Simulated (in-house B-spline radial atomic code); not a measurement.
# OLYP excitations of Cd III (Cd2+)

Method: OLYP. Computed with an all-electron radial atomic-structure program (B-spline basis): linear response of the closed shell [Kr] 4d10 with the functional's adiabatic kernel; scalar-relativistic (spin-free one-electron X2C), finite nucleus, no spin-orbit coupling, no double excitations, S, P, D and F terms only; shells from n = 2 respond. Only terms of natural parity with L up to 3 were computed.

Command:
```bash
python run_td.py task.json out
```
Settings (radii: box in bohr, nucleus in fm):
```
Z                        48
electrons                46
configuration            [Kr] 4d10
hamiltonian              x2c
method                   optx,lyp
box_radius               29.48
rms_radius               4.6087
intervals                73
```

Cost of the run: 4.3 s on 1 thread of Arm Neoverse N1, with other jobs on the host.

The lowest states, in the order of their Tamm-Dancoff energies; the method's threshold (minus the highest occupied level) is 30.51 eV. Labels give the largest channel, * marks a mixed state, and oscillator strengths are full-response dipole values. Semilocal kernels can invert the small singlet-triplet splittings of Rydberg terms. Energies in eV:

```json
{"state": "4d → 5s 3D", "full response": "8.859", "Tamm-Dancoff": "8.900", "oscillator strength": "-"}
{"state": "4d → 5s 1D", "full response": "9.564", "Tamm-Dancoff": "9.580", "oscillator strength": "-"}
{"state": "4d → 5p 3P", "full response": "15.287", "Tamm-Dancoff": "15.327", "oscillator strength": "-"}
{"state": "4d → 5p 3F", "full response": "15.327", "Tamm-Dancoff": "15.352", "oscillator strength": "-"}
{"state": "4d → 5p 1F", "full response": "15.645", "Tamm-Dancoff": "15.651", "oscillator strength": "-"}
{"state": "4d → 5p 1P", "full response": "16.385", "Tamm-Dancoff": "16.459", "oscillator strength": "0.643"}
{"state": "4d → 6s 3D", "full response": "22.464", "Tamm-Dancoff": "22.472", "oscillator strength": "-"}
{"state": "4d → 6s 1D", "full response": "22.601", "Tamm-Dancoff": "22.604", "oscillator strength": "-"}
{"state": "4d → 5d 3S", "full response": "?", "Tamm-Dancoff": "?", "oscillator strength": "-"}
{"state": "4d → 5d 3D", "full response": "22.756", "Tamm-Dancoff": "22.760", "oscillator strength": "-"}
{"state": "4d → 5d 1D", "full response": "22.901", "Tamm-Dancoff": "22.912", "oscillator strength": "-"}
{"state": "4d → 5d 1S", "full response": "24.027", "Tamm-Dancoff": "24.185", "oscillator strength": "-"}
{"state": "4d → 6p 3P", "full response": "24.531", "Tamm-Dancoff": "24.541", "oscillator strength": "-"}
{"state": "4d → 6p 3F", "full response": "24.569", "Tamm-Dancoff": "24.575", "oscillator strength": "-"}
{"state": "4d → 6p 1F", "full response": "?", "Tamm-Dancoff": "?", "oscillator strength": "-"}
{"state": "4d → 6p 1P", "full response": "24.774", "Tamm-Dancoff": "24.787", "oscillator strength": "0.0473"}
```

Q: Where does 4d → 5d 3S lie?

A: At 22.727 eV in full response, 22.743 eV in Tamm-Dancoff.

Q: Where does 4d → 6p 1F lie?

A: At 24.645 eV in full response, 24.646 eV in Tamm-Dancoff.

Q: How large is the singlet-triplet splitting of 4d → 5s (D terms) in Tamm-Dancoff?

A: 0.68 eV, from the unrounded values.

Q: What polarisabilities and dispersion coefficient does the method give?

A: Dipole 5.52 bohr³, quadrupole 22.2 bohr⁵, C6 27.96 hartree·bohr⁶ for two such species.
